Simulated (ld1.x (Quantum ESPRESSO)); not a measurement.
## Configuration tests for promethium (TM)

* Element: promethium (Pm)
* Generator: ld1.x (Quantum ESPRESSO) 7.5
* Type: norm-conserving Troullier–Martins (Kleinman–Bylander form)
* Functional: BLYP
* Relativity: scalar-relativistic
* Frozen core: [Xe] 4f4
* Valence charge: 3
* Reference configuration: 5d1 6s1 6p1
* Partial waves: 6s (bound): rc 3.75 bohr; 6p (bound): rc 3.45 bohr; 5d (bound): rc 2.30 bohr
* Local potential: all-electron potential smoothed inside 3.55 bohr (lloc = -1)
* Core correction: a·sin(br)/r model core inside 2.15 bohr

Energies are relative to the spin-unpolarised reference configuration 5d1 6s1 6p1; without spin polarisation the order of configurations can differ from experiment. The frozen-core shift is the all-electron ΔE with the core orbitals held at their reference shape minus the fully relaxed ΔE.

| valence configuration | charge | ΔE all-electron (eV) | error AE − PS (meV) | frozen-core shift (meV) |
| --- | --- | --- | --- | --- |
| 5d1 6s2 6p0 | 0 | -2.686 | -1.0 | +2.0 |
| 5d1 6s1 6p0 | +1 | 3.592 | -1.0 | +2.1 |
| 5d1 6s0 6p0 | +2 | 15.288 | -25 | +36 |
| 5d2 6s0 6p0 | +1 | 4.313 | -83 | +38 |
| 5d0 6s2 6p1 | 0 | -0.556 | -42 | +56 |

What are ΔE and the potential's error for 5d1.5 6s1.5 6p0?

ΔE = -2.071 eV all-electron; the error (AE − PS) is -18 meV.

What are ΔE and the potential's error for 5d2 6s1 6p0?

ΔE = -1.355 eV all-electron; the error (AE − PS) is -57 meV.
